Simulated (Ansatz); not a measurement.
Cl4Te, charge +1, doublet, at a GFN2-xTB geometry (a state made from the parent by changing its charge; the spin is typed, not shown lowest) (all electrons, no relativity), with bond 4-1 at 2.4 times its length; SC-NEVPT2/STO-3G, CASSCF(5,6) in Ansatz (a program for electronic structure).

Ansatz was given this input:
Ansatz 0.2 input:
```yaml
crystal:
  periodic: [false, false, false]
  atoms:
    - {symbol: Te, position_ang: [-0.01396484, 0.00620035, 0.26695578]}
    - {symbol: Cl, position_ang: [1.15444424, -1.40371501, -1.08655946]}
    - {symbol: Cl, position_ang: [1.82048576, 1.49933933, 0.83033849]}
    - {symbol: Cl, position_ang: [-2.45590278, 3.22916191, -3.40936232]}
    - {symbol: Cl, position_ang: [-1.90077503, -1.46369110, 0.70449377]}
basis:
  gaussian:
    orbitals: STO-3G
total_charge: 1
correlation: {method: sc_nevpt2, electrons: all, active_space: {window: {electrons: 5, orbitals: 6}}}
magnetization: {spin_polarized: false, initial_magnetization: 1}
```

It wrote (shortened):

```
Functional definition: HF
665 factors; integrals over basis functions are off by at most 1.4e-5 eV
mean field evaluation 1: about -227606.8425 eV, gradient 3.0e1 eV
mean field evaluation 2: about -227606.8691 eV, gradient 3.0e1 eV
mean field evaluation 4: about -227611.8110 eV, gradient 1.8e1 eV
mean field evaluation 8: about -227625.5243 eV, gradient 3.2e0 eV
mean field evaluation 16: about -227625.9400 eV, gradient 5.0e-6 eV
mean field evaluation 32: about -227625.9400 eV, gradient 2.6e-6 eV
mean field evaluation 64: about -227625.9395 eV, gradient 7.6e-4 eV
mean field evaluation 96: about -227625.9152 eV, gradient 1.3e0 eV
mean field evaluation 128: about -227625.9400 eV, gradient 6.0e-2 eV
mean field -227625.93998954 eV, -8365.0990042117 hartree, gradient 4.6e-6 eV, S^2 0.750000; 11 other end points of the search recorded, 0 dependent functions left out
reference -227625.93998954 eV, -8365.0990042117 hartree; 60, 59 occupied and 3, 4 virtual orbitals, 665 factors
state -227627.44542466 eV, -8365.1543279321 hartree
state -227627.44542466 eV, -8365.1543279321 hartree; corrected -227628.07080463 eV, -8365.1773102221 hartree
Total energy: -227628.07080463 eV, -8365.1773102221 hartree
```
